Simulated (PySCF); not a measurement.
C₂H₉ClOSi₂, SMILES CO[Si@H](Cl)[SiH2]C. Heavy atoms are numbered as in [CH3:1][O:2][Si@H:3]([Cl:4])[SiH2:5][CH3:6]. Hydrogens are named by the atom that carries them.

Geometry: r2SCAN-D4/def2-SVP. The structure was generated by enumeration; whether it is a known compound was not checked. The values are those of a single conformer.

Level of theory: PBE0/pcSseg-1 run with PySCF.

GIAO shieldings, no solvent; atoms alike by connectivity are averaged. δ = σ(ref) − σ: ¹³C against TMS (σ = 186.3 ppm); ¹⁷O against H2O (σ = 334.2 ppm); ²⁹Si against TMS (σ = 352.7 ppm); ³⁵Cl against HCl (σ = 945.9 ppm); ¹H against TMS (σ = 31.56 ppm), references at their B3LYP-D3(BJ)/def2-TZVP geometries, non-relativistic (without spin–orbit terms, shifts of atoms bonded to Cl or Br come out too high).

```csv
atoms,nucleus,count,δ (ppm)
C1 (CH3),¹³C,1,57.3
C6 (CH3),¹³C,1,[?]
O2,¹⁷O,1,43.3
Si3 (SiH),²⁹Si,1,[?]
Si5 (SiH2),²⁹Si,1,[?]
Cl4,³⁵Cl,1,33.1
H on Si3,¹H,1,[?]
H on Si5,¹H,2,[?]
H on C1,¹H,3,4.04
H on C6,¹H,3,0.57
```

### Question
Fill in the missing entries. (The exact figures need the calculation; the answer reports its results.)

### Answer

- H on Si3, δ (ppm): 6.06
- Si3 (SiH), δ (ppm): 16.7
- Si5 (SiH2), δ (ppm): -69.5
- H on Si5, δ (ppm): 4.12
- C6 (CH3), δ (ppm): -9.8
